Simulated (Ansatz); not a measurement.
Gas-phase reaction in SMILES: OB(O)Br -> [O]B(O)Br + H atom (the H-O bond at the site shown breaks; other sites are not compared here)
Each molecule is optimised on its own at B3LYP-D3(BJ)/def2-TZVP (Ansatz, a quantum-chemistry and plane-wave program), one conformer each, not searched for the lowest. Frequencies are from Ansatz.
Geometry of the first species:
```
B
O 1 1.3482
H 2 0.9612 1 114.45
O 1 1.3482 2 119.45 3 180.00
H 4 0.9612 1 114.45 2 180.00
Br 1 1.9724 2 120.28 3 0.00
```
Charge 0, spin multiplicity 1.

Quantity: bond dissociation energy (0 K, with B3LYP-D3(BJ) harmonic zero-point energies), in eV. Correlated levels leave the core frozen unless marked. UHF or UKS for open shells. Spin-orbit coupling is left out. The frozen core is the preceding noble-gas configuration, with the filled d and f shells of earlier blocks. No relativistic terms. CBS marks a two-point X^-3 extrapolation of the correlation energy; Hartree-Fock from the larger set (for Q and 5 zeta extrapolated as (X+1)exp(-9√X)).

CCSD(T)/CBS(cc-pVQZ,cc-pV5Z) (Ansatz) gives 5.04 eV.

Another calculation gave 4.67 eV. Which level was it?
A) BLYP/def2-TZVPD (Ansatz)
B) r2SCANh/def2-TZVPD (Ansatz)
C) SVWN5/def2-TZVPD (Ansatz)
D) B2PLYP/def2-TZVPD (Ansatz)

B, r2SCANh/def2-TZVPD (Ansatz). The others give 4.83 (B2PLYP), 4.43 (BLYP), 5.14 (SVWN5) eV.
